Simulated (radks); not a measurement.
Values are calculated unless marked as measured or tabulated.
Problem. Cl4+, 13 electrons, occupied as [He] 2s2 2p5 3s2 3p1 4p1 (not the ground configuration). Level of theory: Dirac Kohn-Sham, PBE, spin-unpolarised, spherical densities, finite nucleus; open shells fill j = l - 1/2 first; Fermi nuclear charge, rms radius 3.3654 fm (a radial shooting solver on a logarithmic mesh with Libxc functionals).

Spin-orbit splittings of the eigenvalues, e(l+1/2) - e(l-1/2), with zeta = 2 splitting/(2l+1) and mean radii in bohr:

shell  occ.  splitting (eV)  zeta (eV)  <r> j=l-1/2  <r> j=l+1/2
2p        5               ?          ?       0.3901       0.3923
3p        1          0.2566     0.1711        1.321        1.325
3d        0         0.02613    0.01045        1.395        1.396
4p        1         0.06526    0.04351        3.018        3.024

Estimate the 2p splitting.

Solution. 1.828 eV (zeta = 1.218 eV).
